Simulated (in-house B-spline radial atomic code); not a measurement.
The numbers below are computed, except where a source is named.
Building a PAW s channel for Br, r_c = 1.89 bohr

Br, [Ar] 3d10 4s2 4p5, non-relativistic PBE, spherical and spin-unpolarised, from an all-electron radial atomic-structure program (B-spline basis) (atomic units; all potentials screened as in the neutral atom).

Two all-electron partial waves φ1, φ2 are integrated outwards at E1 = ε(4s) = -0.713713 and E2 = E1 + 2 hartree; φ1 is the bound orbital and φ2 has unit norm inside r_c = 1.8929 bohr. Smooth partners are polynomials, r^1(a0 + a1 r² + a2 r⁴ + a3 r⁶), matched to φ and three derivatives at r_c, with no condition on the norm. The local potential is -6.58206 + (4.1446) r² + (-1.12352) r⁴ + (0.114611) r⁶ inside 1.5498 bohr and the all-electron one outside.

| wave | φ(r_c) | φ'(r_c) | a0 | a1 | a2 | a3 |
| --- | --- | --- | --- | --- | --- | --- |
| 1 | 0.7408827 | -0.4381524 | 1.065369 | -0.2682897 | 0.02457111 | -0.0006114704 |
| 2 | 0.5981687 | 2.918527 | -3.175015 | 1.748244 | -0.2614154 | 0.01267674 |

Inside r_c the overlaps are <φi φj> = [[0.66705, -0.60609], [-0.60609, 1.00000]] and, for the smooth waves, [[0.91778, -1.23721], [-1.23721, 2.58623]]. With χj = (Ej − T − V_local) applied to smooth wave j, the program's quadrature gives the matrix B_ij = <smooth i, χj> as [[1.34566, -4.19882], [-2.93658, 9.42359]].

Problem. Check the match of the first wave, and find the augmentation charges q_ij.

Solution. At r_c the four terms are 2.01664, -1.81965, 0.59712, -0.05324, which sum to 0.7409, φ1(r_c) to rounding. q_ij is the all-electron overlap less the smooth one: [[-0.25072, 0.63112], [0.63112, -1.58623]]. The smooth first wave has a norm of 0.9178 inside r_c against 0.6671, so q11 is negative and must stay small enough for the overlap operator to be positive.

Problem. B isn't symmetric. Show that D_ij = B_ij + Ej q_ij is.

Solution. Integrating by parts gives B12 − B21 = (E1 − E2) q12: -4.19882 − (-2.93658) = -1.26224, and −2 × (0.63112) = -1.26223. So D12 = -4.19882 + (1.286287)(0.63112) = -3.38702 and D21 = -2.93658 + (-0.713713)(0.63112) = -3.38702; D11 = 1.52460, D22 = 7.38324. The projectors, p = (B⁻¹)ᵀ χ, are dual to the smooth waves; det B = 0.35.

Solving (T + V_local + Σ p D p) ψ = E (1 + Σ p q p) ψ in a sphere of 9 bohr gives these levels:

| all-electron | one projector | two projectors |
| --- | --- | --- |
| -0.713713 | -0.713713 | -0.713713 |
| 0.012635 | 0.009879 | 0.012625 |
| 0.289722 | 0.278520 | 0.289702 |
| 0.729633 | 0.681798 | 0.729614 |
| 1.324460 | 1.128560 | 1.324460 |

Problem. What does the second projector gain?

Solution. With one projector the errors are 0.00, -2.76, -11.20, -47.83, -195.90 millihartree. With two the errors are 0.00, -0.01, -0.02, -0.02, 0.00 millihartree. The scattering is exact at E1 and at E2 = 1.286, and over all levels compared the largest error is 0.02 millihartree. The lowest eigenvalue of the overlap operator is 0.5003 with one and 0.1176 with two projectors. The smooth orbital alone needs a cutoff of 3.18 hartree for 1 millihartree of kinetic energy, against 17.8 for a norm-conserving Troullier-Martins orbital of the same radius; part of the gain comes from giving up the norm, part from the simpler form.
